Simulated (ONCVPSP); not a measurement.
# An all-electron radial function and its pseudo partner (zirconium (Zr))

Columns: radius, all-electron u(r) and pseudo u(r) of the 4s shell (level -53.42 eV) of zirconium in the configuration [Ar] 3d10 4s2 4p6 4d2.5 5s1.5; LDA (Perdew-Wang 92), scalar-relativistic, ONCV scheme, ONCVPSP 4.0.1.

```
r (bohr)  all-electron  pseudo
   0.100        0.3500  0.0744
   0.200       -0.0596  0.1564
   0.300       -0.5146  0.2511
   0.400       -0.5027  0.3601
   0.500       -0.1971  0.4807
   0.600        0.1899  0.6063
   0.700        0.5360  0.7277
   0.800        0.7935  0.8351
   0.900        0.9552  0.9193
   1.000        1.0340  0.9735
   1.100        1.0482  0.9938
   1.200        1.0167  0.9802
   1.300        0.9555  0.9366
   1.400        0.8770  0.8700
   1.500        0.7907  0.7891
   1.600        0.7029  0.7028
   1.700        0.6179  0.6179
   1.800        0.5384  0.5383
   1.900        0.4655  0.4655
   2.000        0.4001  0.4001
   2.100        0.3422  0.3421
   2.200        0.2913  0.2913
   2.300        0.2471  0.2471
   2.400        0.2090  0.2090
   2.500        0.1763  0.1763
   2.600        0.1483  0.1483
```

Problem. How many radial nodes do the two functions have?

Solution. The all-electron 4s function has n − l − 1 = 3 (the table is too coarse to show those close to the nucleus); the pseudo-wave has 0, since the states of the same l below it are removed with the core.

Problem. At about which radius was the pseudo-wave matched?

Solution. 1.70 bohr, where the columns begin to agree (steps of 0.10 bohr).

Problem. Where does each function peak?

Solution. Outermost all-electron maximum near 1.10 bohr, pseudo maximum near 1.10 bohr (to the table’s step).

Problem. Is the pseudo-wave norm-conserving?

Solution. Yes: the ONCV scheme keeps the norm inside the radius equal to the all-electron one, which fixes the energy derivative of the logarithmic derivative at the level.
